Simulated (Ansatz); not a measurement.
```yaml
crystal:
  periodic: [false, false, false]
  atoms:
    - {symbol: Si, position_ang: [-0.003776, 0.028564, -1.808285]}
    - {symbol: C, position_ang: [0.059171, 0.208448, 0.181639]}
    - {symbol: C, position_ang: [0.868817, -0.910409, 0.700497]}
    - {symbol: C, position_ang: [-1.390112, 0.264085, 0.795507]}
    - {symbol: H, position_ang: [0.661815, 1.290115, 0.761858]}
    - {symbol: H, position_ang: [2.317852, -0.610168, 0.487713]}
    - {symbol: H, position_ang: [0.598318, -1.825016, 0.441623]}
    - {symbol: H, position_ang: [0.951560, -0.809606, 1.790390]}
    - {symbol: H, position_ang: [-1.242517, 0.546565, 2.001823]}
    - {symbol: H, position_ang: [-1.881119, 1.248205, 0.577244]}
    - {symbol: H, position_ang: [-1.649537, -0.570308, 0.364084]}
    - {symbol: H, position_ang: [1.679677, 0.571304, -2.040151]}
    - {symbol: H, position_ang: [-0.598284, 1.421109, -2.208915]}
    - {symbol: H, position_ang: [-0.459307, -0.909356, -2.216335]}
basis:
  gaussian: {orbitals: cc-pVDZ}
magnetization: {spin_polarized: true, initial_magnetization: 2}
hamiltonian: {xc: {name: BLYP}}
output: {forces: true}
```

```sh
$ ansatz run in.yaml --threads 4 --pin off --events-out ev --progress --plain --max-ram 3916MiB
```

Output, abridged:

```
Functional definition: BLYP
1358 factors; their error is unknown
mean field evaluation 1: about -11117.5805 eV, gradient 5.6e1 eV
mean field evaluation 2: about -10934.7177 eV, gradient 1.5e2 eV
mean field evaluation 4: about -11126.0869 eV, gradient 3.5e1 eV
mean field evaluation 8: about -11137.0341 eV, gradient 4.2e0 eV
mean field evaluation 16: about -11137.2106 eV, gradient 6.7e-2 eV
mean field evaluation 32: about -11137.2106 eV, gradient 1.0e-5 eV
mean field evaluation 64: about -11135.8041 eV, gradient 1.9e0 eV
mean field -11137.21062876 eV, -409.2849415344 hartree, gradient 1.0e-5 eV, S^2 2.006977; 8 other end points of the search recorded, 0 dependent functions left out
reference -11137.21102270 eV, -409.2849560116 hartree; 22, 20 occupied and 88, 90 virtual orbitals, 1358 factors
Total energy: -11137.21102270 eV, -409.2849560116 hartree
Atom 0 at    -0.003776     0.028564    -1.808285 Å, force     5.761165    14.882706     4.480035 eV/Å
Atom 1 at     0.059171     0.208448     0.181639 Å, force     2.750106     2.736594     3.016104 eV/Å
Atom 2 at     0.868817    -0.910409     0.700497 Å, force     4.459059     4.998338     1.109630 eV/Å
Atom 3 at    -1.390112     0.264085     0.795507 Å, force     2.698679     7.208298     3.349108 eV/Å
Atom 4 at     0.661815     1.290115     0.761858 Å, force    -1.019635    -1.940014    -1.607320 eV/Å
Atom 5 at     2.317852    -0.610168     0.487713 Å, force    -2.862516    -0.755552     0.144889 eV/Å
Atom 6 at     0.598318    -1.825016     0.441623 Å, force    -1.093312    -5.019557    -1.666526 eV/Å
Atom 7 at     0.951560    -0.809606     1.790390 Å, force     0.052470    -0.072771     0.478868 eV/Å
Atom 8 at    -1.242517     0.546565     2.001823 Å, force    -0.052970    -1.579599    -2.237849 eV/Å
Atom 9 at    -1.881119     1.248205     0.577244 Å, force    -0.444218    -0.729700    -0.830044 eV/Å
Atom 10 at    -1.649537    -0.570308     0.364084 Å, force    -3.622751    -5.288510    -1.503842 eV/Å
Atom 11 at     1.679677     0.571304    -2.040151 Å, force    -0.326854    -0.410979     0.717780 eV/Å
Atom 12 at    -0.598284     1.421109    -2.208915 Å, force    -0.222502    -1.064274    -0.019581 eV/Å
Atom 13 at    -0.459307    -0.909356    -2.216335 Å, force    -6.076722   -12.964978    -5.431252 eV/Å
Dipole moment:    -0.267615    -0.228360     0.282631 e Å
```

Run time 4.4 s (4 threads of Intel Xeon on a shared host).
